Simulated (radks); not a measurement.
Results of a calculation; reference values are marked as such.
Task: The gallium ion Ga+, 30 electrons, occupied as [Ar] 3d10 4s2 (the NIST ground configuration). Level of theory: Dirac Kohn-Sham, PBEsol, spin-unpolarised, spherical densities, point nucleus (a radial shooting solver on a logarithmic mesh with Libxc functionals).

Spin-orbit splittings of the eigenvalues, e(l+1/2) - e(l-1/2), with zeta = 2 splitting/(2l+1) and mean radii in bohr:

shell  occ.  splitting (eV)  zeta (eV)  <r> j=l-1/2  <r> j=l+1/2
2p        6           27.62      18.41       0.1884       0.1919
3p        6               ?          ?       0.6723       0.6832
3d       10          0.4627     0.1851       0.8041       0.8104

Estimate the 3p splitting.

Result: 3.627 eV (zeta = 2.418 eV).
